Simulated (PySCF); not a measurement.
# Stationary points of BrCl₅

These are results of PBE0/[Br def2-SVP, Cl def2-SVP], no relativity, density fitting, PySCF, not measurements.

Relaxations began from a few typed shapes. The search is not exhaustive: other isomers or separated fragments can lie lower, and high-lying points may rest on an excited occupation.

| spin | group | bonds | angles | imaginary modes (cm⁻¹) | ΔE (kJ/mol) | ΔE with ZPE (kJ/mol) |
| --- | --- | --- | --- | --- | --- | --- |
| singlet | C4v | Br–Cl 2.242 Å, Br–Cl 2.345 Å (×4) | Cl–Br–Cl 89.9° (×4), Cl–Br–Cl 91.8° (×4), Cl–Br–Cl 176.4° (×2) | none | 0.0 | 0.0 |
| singlet | D3h | Br–Cl 2.344 Å (×3), Br–Cl 2.356 Å (×2) | Cl–Br–Cl 90.0° (×6), Cl–Br–Cl 120.0° (×3), Cl–Br–Cl 180.0° | 2 found | 13.9 | – |

The lowest minimum found is the singlet C4v: Br–Cl 2.242 Å, Br–Cl 2.345 Å (×4); Cl–Br–Cl 89.9° (×4), Cl–Br–Cl 91.8° (×4), Cl–Br–Cl 176.4° (×2).

Counting electrons, bromine keeps 2 of its valence electrons outside its bonds, so the VSEPR class is AX5E1 and the expected shape is square pyramidal (C4v), as computed.
